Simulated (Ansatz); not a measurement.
Cartesian coordinates in Å:
```
Si 0.649 1.193 1.068
O 0.404 -0.444 0.924
C -0.497 -0.982 0.046
C -0.314 -0.884 -1.396
O -1.275 -0.080 -0.697
H 1.731 1.300 2.073
H 1.097 1.794 -0.215
H -0.568 1.891 1.547
H -1.040 -1.817 0.481
H -0.736 -1.632 -2.061
H 0.549 -0.339 -1.771
```

Charge 0, multiplicity 1.

**Question.** List the B3LYP/def2-TZVPP orbital energies in eV (the Gaussian-basis code of Ansatz). (Estimate.)

**Answer.** Ansatz gave: Occupied: -1799.50, -521.36, -520.99, -280.06, -278.50, -143.95, -99.31, -99.25, -99.24, -30.49, -27.96, -18.91, -17.84, -15.18, -14.70, -13.60, -12.28, -11.70, -11.06, -10.09, -9.55, -9.09, -8.42, -7.75. Lowest empty: 0.25, 1.29, 1.30, 1.52, 1.80, 1.94, 2.28, 3.00.

B3LYP here is the variant with VWN-RPA as its local correlation; programs differ in this.
